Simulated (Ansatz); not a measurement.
The cluster B₉N₉⁻. Charge -1, multiplicity 2. Geometry r2SCAN-D4/def2-SVP, that of the neutral singlet.

```xyz
18

B    -3.1358    0.0167    1.8147
B    -1.4002    3.1643   -1.1773
B     0.8186    2.7647   -2.2256
B    -2.9611    2.0753    0.4221
B     3.2465   -1.1094   -1.1864
B     2.6496    1.0762   -2.2258
B    -1.8504   -2.0474    2.3614
B     0.3072   -3.1566    1.8095
B     2.3257   -2.7838    0.4074
N    -2.8089   -1.1427    2.3499
N     1.9551    2.1602   -2.5091
N    -0.8739   -2.9330    2.3507
N    -2.4610    2.9553   -0.4228
N    -0.3262    3.3433   -1.9206
N     1.4857   -3.3503    1.2510
N     3.3189   -0.0177   -1.9215
N     3.1433   -2.1910   -0.4400
N    -3.4330    1.1760    1.2624
```

At PBE-D4/def2-SVP, PBE0-D4/def2-SVP the highest occupied level of the charge -1 doublet lies above zero (up to 1.63 eV). Energy differences put its binding near zero (-0.07 eV; vertical, to the charge 0 singlet, at PBE0-D4/def2-SVP), which leaves it undecided. At PBE-D4/def2-SVP an occupied level of the charge -1 doublet lies above an empty one (by up to 0.34 eV), so this SCF solution is probably not the lowest. At PBE-D4/def2-SVP the gap within one spin of the charge -1 doublet nearly closes, so an electron or hole may be smeared out by delocalisation error. The structure comes from a short search, and lower isomers may exist.

(1) Estimate the α-spin orbital energies around the gap (eV) in Ansatz with PBE-D4/def2-SVP, PBE0-D4/def2-SVP.

## Answers

(1) 
```json
{"orbital": "HOMO−5", "PBE-D4/def2-SVP": "-4.08", "PBE0-D4/def2-SVP": "-5.46"}
{"orbital": "HOMO−4", "PBE-D4/def2-SVP": "-3.47", "PBE0-D4/def2-SVP": "-4.78"}
{"orbital": "HOMO−3", "PBE-D4/def2-SVP": "-3.11", "PBE0-D4/def2-SVP": "-4.40"}
{"orbital": "HOMO−2", "PBE-D4/def2-SVP": "-3.05", "PBE0-D4/def2-SVP": "-4.25"}
{"orbital": "HOMO−1", "PBE-D4/def2-SVP": "-2.66", "PBE0-D4/def2-SVP": "-3.78"}
{"orbital": "HOMO", "PBE-D4/def2-SVP": "1.63", "PBE0-D4/def2-SVP": "1.40"}
{"orbital": "LUMO", "PBE-D4/def2-SVP": "1.29", "PBE0-D4/def2-SVP": "1.93"}
{"orbital": "LUMO+1", "PBE-D4/def2-SVP": "1.90", "PBE0-D4/def2-SVP": "2.76"}
{"orbital": "LUMO+2", "PBE-D4/def2-SVP": "2.35", "PBE0-D4/def2-SVP": "3.30"}
{"orbital": "LUMO+3", "PBE-D4/def2-SVP": "2.61", "PBE0-D4/def2-SVP": "3.35"}
{"orbital": "LUMO+4", "PBE-D4/def2-SVP": "3.25", "PBE0-D4/def2-SVP": "4.05"}
{"orbital": "LUMO+5", "PBE-D4/def2-SVP": "3.26", "PBE0-D4/def2-SVP": "4.06"}
{"orbital": "β HOMO", "PBE-D4/def2-SVP": "-2.67", "PBE0-D4/def2-SVP": "-3.88"}
{"orbital": "β LUMO", "PBE-D4/def2-SVP": "1.47", "PBE0-D4/def2-SVP": "2.24"}
```
